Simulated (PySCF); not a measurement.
Cost of one run: shielding job, `FC(F)(SC(C#N)=C)F`.

Method: GIAO PBE0/pcSseg-1 NMR shielding, non-relativistic, gas phase (PySCF 2.14.0, density-fitted response routines). Geometry: GFN2-xTB. Work: shieldings, charges and field gradients, density fitting. The command runs a driver script over a list of jobs; the input below is this job's line of settings and its coordinates in Å.

Command:
```bash
OMP_NUM_THREADS=1 python probes_run.py task.json out
```

Input:
```
{"job": {"kind": "nmr", "xc": "PBE0", "basis": "pcSseg-1"}, "charge": 0, "multiplicity": 1}
C     -1.152630    -0.599172     0.090554
C     -0.840091     0.458861    -0.652967
C     -1.842447     1.334429    -1.142837
N     -2.662775     2.030853    -1.531454
S      0.774448     1.001481    -1.180484
C      1.863003    -0.286604    -0.461301
F      1.579635    -1.507850    -0.914475
F      3.116481    -0.010390    -0.790941
F      1.790457    -0.333467     0.869089
H     -2.186661    -0.792991     0.322369
H     -0.433995    -1.292480     0.486245
```

Hardware: one thread, x86-64 server, shared host.

**Question.** How large is the basis?

**Answer.** 170 functions for 76 electrons, with 900 fitting functions; the fitted three-index integrals, 900 × 170 × 171/2 numbers of 8 bytes, come to 100 MiB.

**Question.** Which is nearest to the wall time?
A. 17 s
B. 2.2 s
C. 2.3 min

**Answer.** A. The run took 17 s. The SCF took 15 cycles.

**Question.** At this speed, how long would 5000 such jobs take on 64 cores, one job a core?

**Answer.** 5000/64 gives 79 rounds of 17 s, about 22 min of wall time and 24 core-hours, if the jobs don't slow each other.

The SCF part of the output:
```
coarse grid: 11528 points
cycle   1  E = -905.0644145072  dE =  1.597e+00  |g| = 9.861e-01  |ddm| = 3.345e+00
cycle   2  E = -904.7220640945  dE =  3.424e-01  |g| = 1.715e+00  |ddm| = 1.685e+00
cycle   3  E = -905.2357083490  dE = -5.136e-01  |g| = 2.472e-01  |ddm| = 1.207e+00
cycle   4  E = -905.2463707414  dE = -1.066e-02  |g| = 1.062e-01  |ddm| = 2.304e-01
cycle   5  E = -905.2487535539  dE = -2.383e-03  |g| = 1.376e-02  |ddm| = 8.933e-02
cycle   6  E = -905.2487894242  dE = -3.587e-05  |g| = 3.918e-03  |ddm| = 1.560e-02
cycle   7  E = -905.2487923924  dE = -2.968e-06  |g| = 1.598e-03  |ddm| = 5.238e-03
final grid: 113128 points
cycle   8  E = -905.3228154138  dE = -3.911e-05  |g| = 7.131e-03  |ddm| = 2.607e-02
cycle   9  E = -905.3228086098  dE =  6.804e-06  |g| = 9.231e-03  |ddm| = 1.424e-02
cycle  10  E = -905.3228269062  dE = -1.830e-05  |g| = 9.439e-04  |ddm| = 7.979e-03
cycle  11  E = -905.3228270581  dE = -1.518e-07  |g| = 4.276e-04  |ddm| = 1.025e-03
cycle  12  E = -905.3228270950  dE = -3.689e-08  |g| = 1.764e-04  |ddm| = 4.694e-04
cycle  13  E = -905.3228271006  dE = -5.674e-09  |g| = 6.652e-05  |ddm| = 1.458e-04
cycle  14  E = -905.3228271016  dE = -1.005e-09  |g| = 1.607e-05  |ddm| = 7.616e-05
cycle  15  E = -905.3228271017  dE = -6.003e-11  |g| = 4.672e-06  |ddm| = 1.714e-05
converged SCF energy = -905.3228271017
```

On the final grid dE counts from the start density on that grid.

The host was shared with other jobs, so the times are rough.
